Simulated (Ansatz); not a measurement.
Ansatz (a quantum-chemistry and plane-wave program) input (HF/6-31G* with LANL2DZ past Ar): The .json file joins the Basis Set Exchange's 6-31G* for atoms up to Ar and LANL2DZ past it.

Ansatz 0.2 input:
```yaml
crystal:
  periodic: [false, false, false]
  atoms:
    - {symbol: Cu, position_ang: [-0.34363500, -0.13852500, -0.26355600]}
    - {symbol: O, position_ang: [1.11958700, 0.34008500, 0.84044400]}
    - {symbol: H, position_ang: [1.00872200, 1.29654500, 0.91957700]}
basis:
  gaussian:
    orbitals: 6-31Gs+LANL2DZ.json
hamiltonian:
  xc: {name: HF}
total_charge: -1
magnetization: {spin_polarized: true, initial_magnetization: 1}
relax: {f_tol: 0.003, max_steps: 120}
```

From the output:

```
integrals: 0.00 GiB planned
428 factors; integrals over basis functions are off by at most 3.8e-4 eV
mean field: 0.09 GiB planned
mean field evaluation 480: about -7358.6757 eV, gradient 2.4e-5 eV
mean field -7358.67571328 eV, -270.4263445733 hartree, gradient 3.1e-6 eV, S^2 0.795603; 1 other end points of the search recorded, 0 dependent functions left out
the calculation of the forces begins
reference -7358.67571328 eV, -270.4263445733 hartree; 15, 14 occupied and 24, 25 virtual orbitals, 428 factors
relax step   3: F+E_penalty+E_count = -7358.67571328 eV  Δ(F+E_penalty+E_count) = -1.099e-2 eV  max|allowed force component| = 2.316e-1 eV/Å  Δτ_max = 0.0337 Å  (253 SCF iters, accepted)
these checks for a lower state are left out or cut short: starts, cluster_reference, orbital_swaps, neighbouring_geometries, increment
integrals: 0.00 GiB planned
428 factors; integrals over basis functions are off by at most 3.8e-4 eV
mean field: 0.09 GiB planned
mean field evaluation 512: about -7358.6764 eV, gradient 5.4e-4 eV
mean field evaluation 544: about -7358.3891 eV, gradient 5.4e-6 eV
mean field -7358.67644554 eV, -270.4263714835 hartree, gradient 3.0e-6 eV, S^2 0.794635; 1 other end points of the search recorded, 0 dependent functions left out
the calculation of the forces begins
reference -7358.67644554 eV, -270.4263714835 hartree; 15, 14 occupied and 24, 25 virtual orbitals, 428 factors
relax step   4: F+E_penalty+E_count = -7358.67644554 eV  Δ(F+E_penalty+E_count) = -7.323e-4 eV  max|allowed force component| = 9.409e-2 eV/Å  Δτ_max = 0.0093 Å  (240 SCF iters, accepted)
these checks for a lower state are left out or cut short: starts, cluster_reference, orbital_swaps, neighbouring_geometries, increment
integrals: 0.00 GiB planned
428 factors; integrals over basis functions are off by at most 3.8e-4 eV
mean field: 0.09 GiB planned
mean field -7358.67653614 eV, -270.4263748131 hartree, gradient 3.2e-6 eV, S^2 0.794756; 1 other end points of the search recorded, 0 dependent functions left out
the calculation of the forces begins
reference -7358.67653614 eV, -270.4263748131 hartree; 15, 14 occupied and 24, 25 virtual orbitals, 428 factors
relax step   5: F+E_penalty+E_count = -7358.67653614 eV  Δ(F+E_penalty+E_count) = -9.060e-5 eV  max|allowed force component| = 2.260e-3 eV/Å  Δτ_max = 0.0011 Å  (169 SCF iters, accepted)
integrals: 0.00 GiB planned
428 factors; integrals over basis functions are off by at most 3.8e-4 eV
mean field: 0.09 GiB planned
mean field evaluation 576: about -7358.0712 eV, gradient 8.8e-1 eV
mean field evaluation 608: about -7353.6609 eV, gradient 6.6e0 eV
mean field evaluation 640: about -7358.4839 eV, gradient 5.6e-1 eV
mean field evaluation 672: about -7356.8940 eV, gradient 8.2e0 eV
mean field evaluation 704: about -7358.4527 eV, gradient 5.8e-1 eV
mean field evaluation 736: about -7358.0841 eV, gradient 5.2e-1 eV
mean field evaluation 768: about -7356.4990 eV, gradient 1.9e1 eV
mean field evaluation 800: about -7356.7325 eV, gradient 6.4e-1 eV
mean field evaluation 832: about -7355.8516 eV, gradient 3.7e0 eV
mean field evaluation 864: about -7356.1788 eV, gradient 3.5e0 eV
mean field evaluation 896: about -7358.2152 eV, gradient 3.9e-1 eV
mean field evaluation 928: about -7357.9122 eV, gradient 3.0e0 eV
mean field evaluation 960: about -7347.1329 eV, gradient 1.4e1 eV
mean field -7358.67653614 eV, -270.4263748131 hartree, gradient 3.2e-6 eV, S^2 0.794756; 5 other end points of the search recorded, 0 dependent functions left out
the calculation of the forces begins
reference -7358.67653614 eV, -270.4263748131 hartree; 15, 14 occupied and 24, 25 virtual orbitals, 428 factors
Total energy: -7358.67653614 eV, -270.4263748131 hartree
Atom 0 at    -0.347177    -0.173052    -0.271700 Å, force     0.002040     0.000646     0.001536 eV/Å
Atom 1 at     1.071859     0.366658     0.811351 Å, force    -0.002260     0.001126    -0.001400 eV/Å
Atom 2 at     1.059992     1.304499     0.956814 Å, force     0.000220    -0.001771    -0.000136 eV/Å
Dipole moment:     0.245723     0.327027     0.225842 e Å
```

The dipole moment of an ion depends on the origin.

The geometry given is a B3LYP-D3(BJ)/def2-TZVP minimum.
